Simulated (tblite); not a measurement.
C₆H₇BCl₂Ge.
Atom-mapped SMILES: `[Cl:1][B:2]([Cl:3])[GeH2:4][c:5]1[cH:6][cH:7][cH:8][cH:9][cH:10]1` (hydrogens: H11, H12 on Ge4; H13 on C6; H14 on C7; H15 on C8; H16 on C9; H17 on C10)

Computed with GFN2-xTB (tblite), gas phase: L-BFGS steps from a force-field or distance-geometry start until the largest atomic force falls under 0.01 eV/Å.

At the end of the run (lengths in Å): Cl1–B2 1.710, B2–Cl3 1.706, Ge4–H11 1.501, B2–Ge4 2.031, Ge4–C5 1.965, Ge4–H12 1.500, C5–C10 1.389, Cl1–B2–Cl3 118.6°, Cl3–B2–Ge4 122.4°, B2–Ge4–C5 110.3°, Ge4–C5–C10 121.0°, Cl1–B2–Ge4–C5 60°, B2–Ge4–C5–C6 -84°.

Question: These geometries were met on the way; a selection of coordinates is given. Order them by energy above the end point, lowest first.
A. Cl1–B2 1.851, B2–Cl3 1.840, Ge4–H11 1.560, B2–Ge4 2.011, Ge4–C5 1.924, Ge4–H12 1.537, C5–C10 1.404, Cl1–B2–Cl3 119.5°, Cl3–B2–Ge4 120.4°, B2–Ge4–C5 108.5°, Ge4–C5–C10 119.5°, Cl1–B2–Ge4–C5 58°, B2–Ge4–C5–C6 -84°
B. Cl1–B2 1.694, B2–Cl3 1.686, Ge4–H11 1.499, B2–Ge4 2.084, Ge4–C5 1.987, Ge4–H12 1.506, C5–C10 1.389, Cl1–B2–Cl3 123.7°, Cl3–B2–Ge4 118.1°, B2–Ge4–C5 107.6°, Ge4–C5–C10 120.1°, Cl1–B2–Ge4–C5 59°, B2–Ge4–C5–C6 -84°
C. Cl1–B2 1.708, B2–Cl3 1.708, Ge4–H11 1.510, B2–Ge4 2.014, Ge4–C5 1.962, Ge4–H12 1.509, C5–C10 1.390, Cl1–B2–Cl3 120.0°, Cl3–B2–Ge4 120.2°, B2–Ge4–C5 109.3°, Ge4–C5–C10 120.7°, Cl1–B2–Ge4–C5 58°, B2–Ge4–C5–C6 -83°
D. Cl1–B2 1.807, B2–Cl3 1.796, Ge4–H11 1.540, B2–Ge4 2.036, Ge4–C5 1.951, Ge4–H12 1.526, C5–C10 1.391, Cl1–B2–Cl3 120.8°, Cl3–B2–Ge4 119.6°, B2–Ge4–C5 108.0°, Ge4–C5–C10 119.7°, Cl1–B2–Ge4–C5 59°, B2–Ge4–C5–C6 -84°
E. Cl1–B2 1.715, B2–Cl3 1.712, Ge4–H11 1.512, B2–Ge4 2.042, Ge4–C5 1.969, Ge4–H12 1.512, C5–C10 1.390, Cl1–B2–Cl3 121.6°, Cl3–B2–Ge4 119.2°, B2–Ge4–C5 108.5°, Ge4–C5–C10 120.4°, Cl1–B2–Ge4–C5 59°, B2–Ge4–C5–C6 -83°

Answer: C (0.011 eV), E (0.023 eV), B (0.059 eV), D (0.227 eV), A (0.424 eV).

```tsv
step	E above end (eV)	rms distance from the end, all atoms (Å)	largest force (eV/Å)	rms shift of all bonds from the end (Å)
5	0.011	0.034	0.195	0.005
4	0.023	0.038	0.263	0.005
2	0.059	0.041	1.049	0.015
1	0.227	0.055	1.696	0.035
0	0.424	0.064	2.153	0.052
```

Rows stand in the order of the answer.
